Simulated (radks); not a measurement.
Problem. The krypton ion Kr3+ is in [Ar] 3d10 4s2 4p(1/2: 2, 3/2: 1). Method: Dirac Kohn-Sham, BLYP, spin-unpolarised, spherical densities, finite nucleus; Fermi nuclear charge, rms radius of each element as measured or else 0.836 A^(1/3) + 0.57 fm; computed with a radial shooting solver on a logarithmic mesh with Libxc functionals. Sub-shells are occupied by j as written (lower j first in brackets). One electron is removed from 4s1/2, 4p3/2, 4p1/2, 3d5/2 in turn, with full relaxation. Which removal costs least, and what does each cost?

Solution. 4p3/2 49.301 eV; 4p1/2 50.294 eV; 4s1/2 66.127 eV; 3d5/2 136.09 eV. The 4p3/2 electron leaves first.
